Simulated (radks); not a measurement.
Question: Ni+, configuration [Ar] 3d9. Method: scalar-relativistic Kohn-Sham, LB94 model potential, spin-unpolarised, spherical densities, finite nucleus; Fermi nuclear charge, rms radius 3.7757 fm; computed with a radial shooting solver on a logarithmic mesh with Libxc functionals. Some entries of the table are withheld. Estimate them.

orbital,occ.,eigenvalue (eV),<r^2> (bohr^2)
1s,2,-8293.319,0.003914
2s,2,(1),0.07024
2p,6,-870.9755,0.05629
3s,2,-121.0627,(2)
3p,6,-82.0115,0.7364
3d,9,(3),(4)

Answer: 
(1) 2s eigenvalue (eV): -1007.389
(2) 3s <r^2> (bohr^2): 0.6460
(3) 3d eigenvalue (eV): -20.6937
(4) 3d <r^2> (bohr^2): 1.454
